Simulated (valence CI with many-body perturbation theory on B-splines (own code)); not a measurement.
Level structure of I XXXI

Level of theory: configuration interaction combined with many-body perturbation theory (CI+MBPT): five valence electrons over a frozen Dirac-Fock core [Ar], radial functions for each j: 7 s, 7 p, 8 d, 6 f, 4 g, 1 h, with the one-electron correlation potential Σ1 (screened to all orders), the two-electron term Σ2, the three-electron term Σ3, Breit, model QED; selected single and double excitations, second order for the rest, scaled by the run's own slope (own B-spline code, finite nucleus).

The last digits are not significant, and no measured levels were compared; by estimate large intervals hold to a few tenths of a per cent, small ones and those within an open d or f shell to about a per cent. Only levels of the ground parity were solved; by the run's estimate the other parity begins above the list, which can be wrong where configurations are misplaced.

Levels 1 to 37 of 37, with energies above the lowest level, (3d3/2^4 3d5/2) J=5/2 [a]. "Leading %" is the weight of the configuration and term that name the level; weights of strongly mixed levels are sums over their largest components and can fall short. In the jj column 3d3/2^4 stands for four electrons in 3d with j = 3/2. Lifetimes count E1, E2, E3, M1 and M2 decay at the calculated energies, and are blank where another channel may lead or the interval is too uncertain; long ones can be off by a factor of two.

| No. | Configuration | Term | J | E (cm⁻¹) | Leading % | Second component | Lifetime | g | Leading jj |
| --- | --- | --- | --- | --- | --- | --- | --- | --- | --- |
| 1 | 3d5 | 6S | 5/2 | 0 | 59 | 27 % 3d5 4P |  | 1.766 | 3d3/2^4 3d5/2 (48 %) |
| 2 | 3d5 | 2F | 5/2 | 89228 | 26 | 24 % 3d5 4G | 64.2 μs | 1.130 | 3d3/2^4 3d5/2 (46 %) |
| 3 | 3d5 | 4G | 7/2 | 142760 | 49 | 20 % 3d5 2F | 141 μs | 1.125 | 3d3/2^3 3d5/2^2 (94 %) |
| 4 | 3d5 | 4D | 3/2 | 147420 | 42 | 40 % 3d5 4P | 30.8 μs | 1.309 | 3d3/2^3 3d5/2^2 (92 %) |
| 5 | 3d5 | 4G | 11/2 | 150470 | 58 | 29 % 3d5 2H |  | 1.170 | 3d3/2^3 3d5/2^2 (88 %) |
| 6 | 3d5 | 4G | 9/2 | 165780 | 64 | 15 % 3d5 4F | 3.22 ms | 1.157 | 3d3/2^3 3d5/2^2 (74 %) |
| 7 | 3d5 | 4D | 5/2 | 167590 | 34 | 32 % 3d5 4G | 58.5 μs | 1.112 | 3d3/2^3 3d5/2^2 (59 %) |
| 8 | 3d5 | 4P | 1/2 | 177830 | 62 | 25 % 3d5 4D | 898 μs | 1.884 | 3d3/2^3 3d5/2^2 (67 %) |
| 9 | 3d5 | 4D | 7/2 | 207840 | 29 | 24 % 3d5 4F | 184 μs | 1.185 | 3d3/2^3 3d5/2^2 (65 %) |
| 10 | 3d5 | 2D | 5/2 | 217100 | 36 | 15 % 3d5 4P | 27.6 μs | 1.218 | 3d3/2^2 3d5/2^3 (48 %) |
| 11 | 3d5 | 4D | 7/2 | 239080 | 33 | 24 % 3d5 2F | 66.8 μs | 1.175 | 3d3/2^2 3d5/2^3 (72 %) |
| 12 | 3d5 | 2I | 11/2 | 242460 | 61 | 32 % 3d5 4G | 72.5 μs | 1.041 | 3d3/2^2 3d5/2^3 (90 %) |
| 13 | 3d5 | 2D | 3/2 | 248080 | 52 | 29 % 3d5 4D | 120 μs | 0.878 | 3d3/2^3 3d5/2^2 (48 %) |
| 14 | 3d5 | 4D | 1/2 | 256170 | 73 | 20 % 3d5 4P | 41.5 μs | 0.656 | 3d3/2^2 3d5/2^3 (90 %) |
| 15 | 3d5 | 2G | 9/2 | 257600 | 46 | 32 % 3d5 4G | 78.1 μs | 1.146 | 3d3/2^2 3d5/2^3 (75 %) |
| 16 | 3d5 | 4P | 3/2 | 265980 | 48 | 38 % 3d5 4F | 17.3 μs | 1.134 | 3d3/2^2 3d5/2^3 (85 %) |
| 17 | 3d5 | 2I | 13/2 | 266950 | 100 |  | 375 μs | 1.072 | 3d3/2^2 3d5/2^3 (100 %) |
| 18 | 3d5 | 2F | 5/2 | 281600 | 37 | 17 % 3d5 4F | 28.9 μs | 1.017 | 3d3/2^2 3d5/2^3 (78 %) |
| 19 | 3d5 | 2H | 9/2 | 308100 | 53 | 46 % 3d5 4F | 24.0 μs | 1.101 | 3d3/2^2 3d5/2^3 (99 %) |
| 20 | 3d5 | 2G | 7/2 | 320320 | 61 | 32 % 3d5 2F | 98.3 μs | 0.991 | 3d3/2^2 3d5/2^3 (96 %) |
| 21 | 3d5 | 4F | 5/2 | 323160 | 47 | 23 % 3d5 2F | 22.1 μs | 1.050 | 3d3/2^2 3d5/2^3 (77 %) |
| 22 | 3d5 | 2D | 3/2 | 343510 | 72 | 22 % 3d5 4F | 58.1 μs | 0.754 | 3d3/2^2 3d5/2^3 (46 %) |
| 23 | 3d5 | 2F | 5/2 | 348650 | 35 | 25 % 3d5 4P | 12.3 μs | 1.157 | 3d3/2 3d5/2^4 (63 %) |
| 24 | 3d5 | 2F | 7/2 | 353060 | 58 | 31 % 3d5 2G | 31.4 μs | 1.068 | 3d3/2^2 3d5/2^3 (67 %) |
| 25 | 3d5 | 2S | 1/2 | 362570 | 67 | 17 % 3d5 4P | 22.8 μs | 1.896 | 3d3/2^2 3d5/2^3 (47 %) |
| 26 | 3d5 | 2G | 9/2 | 385630 | 53 | 25 % 3d5 2H | 45.1 μs | 1.102 | 3d3/2^2 3d5/2^3 (58 %) |
| 27 | 3d5 | 4F | 7/2 | 385830 | 44 | 26 % 3d5 2F | 17.2 μs | 1.190 | 3d3/2 3d5/2^4 (87 %) |
| 28 | 3d5 | 2H | 11/2 | 395270 | 64 | 26 % 3d5 2I | 17.2 μs | 1.061 | 3d3/2 3d5/2^4 (96 %) |
| 29 | 3d5 | 2D | 3/2 | 415770 | 65 | 18 % 3d5 4D | 11.9 μs | 0.854 | 3d3/2 3d5/2^4 (70 %) |
| 30 | 3d5 | 2D | 5/2 | 437530 | 64 | 26 % 3d5 2F | 14.3 μs | 1.110 | 3d3/2 3d5/2^4 (78 %) |
| 31 | 3d5 | 2G | 9/2 | 455510 | 89 | 5 % 3d5 2H | 25.5 μs | 1.107 | 3d3/2 3d5/2^4 (54 %) |
| 32 | 3d5 | 2D | 5/2 | 468350 | 53 | 28 % 3d5 2F | 17.8 μs | 1.102 | 3d5/2^5 (47 %) |
| 33 | 3d5 | 2G | 7/2 | 482450 | 76 | 20 % 3d5 2F | 21.1 μs | 0.948 | 3d3/2 3d5/2^4 (80 %) |
| 34 | 3d5 | 2P | 3/2 | 493620 | 79 | 19 % 3d5 2D |  | 1.213 | 3d3/2^2 3d5/2^3 (84 %) |
| 35 | 3d5 | 2P | 1/2 | 546740 | 82 | 16 % 3d5 2S | 17.5 μs | 0.881 | 3d3/2 3d5/2^4 (64 %) |
| 36 | 3d5 | 2D | 5/2 | 587130 | 85 | 6 % 3d5 2F | 8.43 μs | 1.180 | 3d3/2^2 3d5/2^3 (47 %) |
| 37 | 3d5 | 2D | 3/2 | 607820 | 78 | 19 % 3d5 2P | 11.0 μs | 0.890 | 3d3/2 3d5/2^4 (82 %) |

The ionisation energy to 3d4 3P_0 of the next ion comes out as 1811.3 eV (NIST: 1812 ± 4 eV (theoretical)). All 37 levels together are meant to be complete up to 632480 cm⁻¹.
